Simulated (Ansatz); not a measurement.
Consider the ligand exchange at the Si–O bond: `[CH3][Ga]([CH3])[O][SiH3]` + `[OH][SnH]([F])[F]` → `[F][SnH]([F])[O][SiH3]` + `[CH3][Ga]([CH3])[OH]`.

Program: Ansatz. Geometries: PBE0-D4/def2-TZVP. ΔE: electronic, gas phase. CCSD(T)/CBS adds triple-zeta CCSD(T) − MP2 to the extrapolated MP2 energy (def2 sets, frozen cores). DFT in def2-TZVPP. Elements past krypton have def2 core potentials. For Ga, Sn outer-core shells are correlated without core-valence functions, which leaves a few kJ/mol of doubt a bond. Scalar relativity is left out up to krypton. Each species was taken in one conformer, which may not be the lowest.

Problem. Is it downhill or uphill in electronic energy at CCSD(T)/CBS, and by how much? (An estimate is asked.)

Solution. Ansatz gave: Uphill: ΔE = +4.6 kJ/mol.

Problem. What do these levels give: ωB97M-V, B2PLYP, RPA@PBE/def2-TZVPP, CCSD(T)/def2-SVP, SCS-MP2/def2-TZVPP, SCS-MP2/def2-QZVPP? (An estimate is asked.)

Solution. Ansatz gave: ωB97M-V 7.9, B2PLYP 7.2, RPA@PBE/def2-TZVPP 6.1, CCSD(T)/def2-SVP 2.9, SCS-MP2/def2-TZVPP 7.0, SCS-MP2/def2-QZVPP 5.3 kJ/mol.

Largest T1 diagnostic among the species: 0.015.

Leaving LDA and LC-ωPBE aside and taking each functional with its dispersion term where it has one, the values, not all of them listed here, spread over 4.1 kJ/mol, from B2PLYP to revPBE-D4.
